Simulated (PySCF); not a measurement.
GeH4OTe, SMILES [Te](O)[GeH3].

Coordinates come from a PBE-D3(BJ)/def2-SVP optimisation. This is a generated structure with no PubChem entry under its InChIKey; it may be hypothetical. The def2 effective core potentials stand for the cores of Te; spin–orbit coupling is left out. Other conformers were not sampled.

Computed with PBE-D3(BJ)/def2-SVP (PySCF).

Frequencies are harmonic and unscaled.

```csv
mode,ν (cm⁻¹),IR (km/mol),moving atoms (share of kinetic energy)
1,95,0.4,H 91 %
2,99,1.0,"O 69 %, Ge 12 %, H 11 %"
3,225,1.3,"Ge 59 %, Te 38 %"
4,340,69.2,H 93 %
5,462,5.9,H 91 %
6,485,5.8,H 96 %
7,556,40.3,"O 86 %, Te 10 %"
8,765,262.3,H 97 %
9,830,31.8,H 99 %
10,848,37.1,H 99 %
11,985,47.3,H 95 %
12,2060,78.4,H 100 %
13,2080,101.0,H 98 %
14,2088,87.6,H 98 %
15,3675,73.0,H 94 %
```
